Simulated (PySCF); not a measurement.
Correlation energy of Nb (niobium, neutral)

[Kr] 4d4 5s1, high-spin 6D determinant. Calculation: PySCF 2.14, in ANO-RCC-VTZP (7s6p4d2f1g, 68 functions); scalar relativity by spin-free X2C-1e. Frozen: [Ar] 3d10; 13 electrons correlated.

```json
{"level": "CCSD", "correlation energy (mhartree)": "-342.52"}
{"level": "(T)", "correlation energy (mhartree)": "-10.02"}
{"level": "CCSD(T)", "correlation energy (mhartree)": "-352.54"}
```

Diagnostics: T1 = 0.012, D1 = 0.0517, largest double amplitude 0.025.

Task: Is a single reference adequate?

Result: Yes, within this model without spin-orbit coupling: T1 lies below 0.03 and no double amplitude reaches 0.07.
